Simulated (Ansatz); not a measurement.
`[SiH3]I` + `[SiH3][NH][AlH][Cl]` → `[SiH3][N]([SiH3])[AlH][Cl]` + HI at 600 K and 1 bar (ligand exchange at the Si–I bond).

Gas-phase electronic energies from Ansatz, PBE0-D4/def2-TZVP geometries. CBS: MP2 limit from def2 TZ/QZ plus the TZ coupled-cluster correction, frozen cores. def2 core potentials past Kr. For I outer-core shells are correlated without core-valence functions, which leaves a few kJ/mol of doubt a bond. Each species was taken in one conformer, which may not be the lowest.

```tsv
species	CCSD(T)/CBS energy (Eh)	H − E (kJ/mol)	S (J/(mol·K))
`[SiH3]I`	-588.34840	98.3	316.4
`[SiH3][NH][AlH][Cl]`	-1048.70845	190.5	440.3
`[SiH3][N]([SiH3])[AlH][Cl]`	-1339.00991	251.1	520.6
HI	-298.03592	31.6	227.0
```

H − E and S are ideal-gas, rigid-rotor, harmonic terms from PBE0-D4/def2-TZVP, for one conformer and one mirror image of each species. 1 Eh = 2625.50 kJ/mol, R = 8.31446 J/(mol·K).

Task: By hand: ΔE, ΔH, ΔS and ΔG.

Result: ΔE = (-1339.00991) + (-298.03592) − (-588.34840) − (-1048.70845) = 0.01102 Eh = 28.9 kJ/mol. Δ(H − E) = 251.1 + 31.6 − 98.3 − 190.5 = -6.1, so ΔH = 22.8 kJ/mol. ΔS = 520.6 + 227.0 − 316.4 − 440.3 = -9.1 J/(mol·K). ΔG = 22.8 − 600 × (-9.1)/1000 = 28.3 kJ/mol.

Task: By hand: the equilibrium constant, and the temperature at which ΔG would vanish if ΔH and ΔS stayed fixed.

Result: log₁₀ K = −ΔG/(RT ln 10) = -2.5. ΔH and −TΔS have one sign here, so there is no such temperature.

The number of gas molecules stays the same, so ΔS is small and ΔH decides. A doubt of 5 kJ/mol in ΔE shifts log₁₀ K by 0.4 here. Other conformers and mirror images would add mixing entropy, several J/(mol·K) or more a flexible species. Modes under 60 cm⁻¹, often nearly free rotors, make the harmonic entropy too high. These are equilibria of isolated gas molecules and say nothing of rates. Largest T1 diagnostic: 0.011 (customary marks: 0.02 for closed shells, 0.045 for open ones).

ΔS is within the doubt of such terms, so its sign, and with it that verdict, could turn.
